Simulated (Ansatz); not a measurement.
`CBP` + `O[AsH2]` → `PO[AsH2]` + `BC` at 600 K and 1 bar (cleavage of the P–B bond).

Computed with Ansatz on PBE0-D4/def2-TZVP structures; ΔE is electronic, products minus reactants. CCSD(T)/CBS adds triple-zeta CCSD(T) − MP2 to the extrapolated MP2 energy (def2 sets, frozen cores). This one scheme is used for every species. For As outer-core shells are correlated without core-valence functions, which leaves a few kJ/mol of doubt a bond. Scalar relativity is left out up to krypton. Each species was taken in one conformer, which may not be the lowest.

```csv
species,CCSD(T)/CBS energy (Eh),H − E (kJ/mol),S (J/(mol·K))
`CBP`,-407.38441,222.4,369.6
`O[AsH2]`,-2311.97217,108.4,309.7
`PO[AsH2]`,-2653.50583,144.2,395.6
`BC`,-65.83255,180.5,296.9
```

H − E and S are ideal-gas, rigid-rotor, harmonic terms from PBE0-D4/def2-TZVP, for one conformer and one mirror image of each species. 1 Eh = 2625.50 kJ/mol, R = 8.31446 J/(mol·K).

**Question.** By hand: ΔE, ΔH, ΔS and ΔG.

**Answer.** ΔE = (-2653.50583) + (-65.83255) − (-407.38441) − (-2311.97217) = 0.01820 Eh = 47.8 kJ/mol. Δ(H − E) = 144.2 + 180.5 − 222.4 − 108.4 = -6.1, so ΔH = 41.7 kJ/mol. ΔS = 395.6 + 296.9 − 369.6 − 309.7 = 13.2 J/(mol·K). ΔG = 41.7 − 600 × (13.2)/1000 = 33.8 kJ/mol.

**Question.** By hand: the equilibrium constant, and the temperature at which ΔG would vanish if ΔH and ΔS stayed fixed.

**Answer.** log₁₀ K = −ΔG/(RT ln 10) = -2.9. ΔG = 0 at ΔH/ΔS = 3159 K, far beyond where these terms or the molecules hold.

The number of gas molecules stays the same, so ΔS is small and ΔH decides. A doubt of 5 kJ/mol in ΔE shifts log₁₀ K by 0.4 here. Other conformers and mirror images would add mixing entropy, several J/(mol·K) or more a flexible species. Modes under 60 cm⁻¹, often nearly free rotors, make the harmonic entropy too high. These are equilibria of isolated gas molecules and say nothing of rates. Largest T1 diagnostic: 0.015 (customary marks: 0.02 for closed shells, 0.045 for open ones).
